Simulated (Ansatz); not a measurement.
A run for Ansatz (a program for electronic structure): R-CCSD(T)/aug-cc-pVTZ on H5N (a complex), monomers drawn apart or pushed together.

Ansatz 0.2 input:
```yaml
crystal:
  periodic: [false, false, false]
  atoms:
    - {symbol: N, position_ang: [-0.16830280, -0.11107871, 0.05894854]}
    - {symbol: H, position_ang: [-0.71802035, 0.65433337, -0.31429289]}
    - {symbol: H, position_ang: [0.74830942, -0.06501368, -0.37131819]}
    - {symbol: H, position_ang: [-0.60370280, -0.97437965, -0.24516429]}
    - {symbol: H, position_ang: [0.11824183, 0.10722542, 4.75775652]}
    - {symbol: H, position_ang: [0.16354972, 0.14175459, 5.50360127]}
basis:
  gaussian:
    orbitals: aug-cc-pVTZ
magnetization: {spin_polarized: false}
correlation: {method: ccsd_t, electrons: outside_noble_gas}
scf: {lower_state_search: off}
```

The head of its log:

```
WARN ansatz: RAYON_NUM_THREADS=1 ignored (pool sized by the plan → 1); use --threads N
Functional definition: HF
these checks for a lower state are left out or cut short: stability, starts, cluster_reference, orbital_swaps, neighbouring_geometries, increment
integrals: 0.42 GiB planned
872 factors; integrals over basis functions are off by at most 1.7e-3 eV
mean field: 0.25 GiB planned
mean field evaluation 1: about -1558.5725 eV, gradient 3.2e1 eV
mean field evaluation 2: about -1558.5726 eV, gradient 3.2e1 eV
mean field evaluation 4: about -1560.6514 eV, gradient 1.7e0 eV
mean field evaluation 8: about -1560.6647 eV, gradient 7.4e-4 eV
mean field -1560.66465455 eV, -57.3533681981 hartree, gradient 9.7e-7 eV, S^2 0.000000; 0 other end points of the search recorded, 0 dependent functions left out
1 core orbitals not correlated
reference -1560.66465455 eV, -57.3533681981 hartree; 5, 5 occupied and 155, 155 virtual orbitals, 872 factors
```

### Question
What total energy does the run end on?

### Answer
-57.6534 hartree (reference determinant -57.3534, T1 diagnostic 0.008).
